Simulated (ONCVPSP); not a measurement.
# Building the ONCV potential for molybdenum (Mo) (LDA (Perdew-Wang 92), scalar-relativistic).

molybdenum, optimised norm-conserving Vanderbilt (ONCV), made with ONCVPSP 4.0.1 (LDA (Perdew-Wang 92), scalar-relativistic). Core [Ar] 3d10, reference 4s2 4p6 4d5 5s1. Waves: 4s+5s: rc 1.70 bohr, ncon 4, nbas 9, qcut 8.8 1/bohr, 2 projectors; 4p: rc 2.00 bohr, ncon 4, nbas 7, qcut 5.7 1/bohr, 2 projectors, debl 2.2 Ha; 4d: rc 1.65 bohr, ncon 5, nbas 8, qcut 6.2 1/bohr, 1 projector; f scattering state at 0.4 Ha: rc 1.65 bohr, ncon 4, nbas 8, qcut 6.6 1/bohr, local. Local part: the f channel. Core correction: Teter function, fcfact 1.75, rcfact 1.3.

All-electron outer shells of the reference configuration (LDA (PZ), scalar-relativistic, ld1.x):

```tsv
shell	level (eV)	outermost node (bohr)	outermost maximum (bohr)
3d	-221.32	–	0.32
4s	-64.42	0.51	0.99
4p	-38.59	0.52	1.06
5s	-4.33	1.34	2.93
4d	-3.94	0.53	1.38
```

Task: Estimate the cutoffs (Ha) at which the residual kinetic energy of the hardest occupied pseudo-wave falls to 1 and 0.1 mHa per electron.

Result: 23 Ha and 57 Ha.

Task: Does the potential have ghost states?

Result: No bound ghost flagged; GHOST(+) flagged for s at 514.5 eV.

Task: Tests: 4s2 4p6 4d5 5s0; 4s2 4p6 4d4 5s0; 4s2 4p6 4d3 5s0; 4s2 4p6 4d5 5s0.5. Which has the largest error in its energy relative to the reference configuration, and how large is it?

Result: 4s2 4p6 4d4 5s0, with -2.0 meV (all-electron minus pseudo) on +22.88 eV.
